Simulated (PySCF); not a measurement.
Coordinates in bohr (charge 0 multiplicity 3):
```
Pt    0.5569    0.0673   -0.0247
S    -3.5369   -0.3828    0.0483
H     1.0290   -0.1100    2.7980
H     3.4786   -0.6707    0.3234
```

Level of theory: UPBE0 in PySCF with Pt def2-TZVP with ECP60, S def2-TZVP, H def2-TZVP; scalar-relativistic core potentials, no spin–orbit coupling; density-fitted integrals.

This geometry of H₂PtS is a stationary point at this level.

Question: What is the point group?

Answer: C1.

Question: Is it a minimum?

Answer: Yes: all harmonic wavenumbers are real.

Question: Give the atomic charges and bond orders.

Answer: 
```json
{"atom": "Pt1", "Mulliken": "0.15", "Löwdin": "-0.06", "polar tensor": "0.15", "spin (Mulliken)": "0.58", "Mayer order to Pt1": "–"}
{"atom": "S2", "Mulliken": "-0.20", "Löwdin": "0.13", "polar tensor": "-0.05", "spin (Mulliken)": "1.42", "Mayer order to Pt1": "1.39"}
{"atom": "H3", "Mulliken": "0.08", "Löwdin": "0.04", "polar tensor": "0.07", "spin (Mulliken)": "-0.02", "Mayer order to Pt1": "0.95"}
{"atom": "H4", "Mulliken": "-0.02", "Löwdin": "-0.10", "polar tensor": "-0.17", "spin (Mulliken)": "0.02", "Mayer order to Pt1": "0.80"}
```

Question: Give the ideal-gas entropy at 298.15 K and 1 bar by parts.

Answer: translation 176.6, rotation 93.3, vibration 17.6, spin 9.1; total 296.7 J/(mol K).

Question: What is the atomisation energy, with and without zero-point energy?

Answer: 877 kJ/mol without, 840 kJ/mol with.

This need not be the most stable arrangement of these atoms. Open d and f shells are described by one determinant, and the ground state may have another occupation or spin. At this level a singlet minimum of Cs symmetry lies 18 kJ/mol below this structure. Spin–orbit coupling, left out here, can matter for elements this heavy.
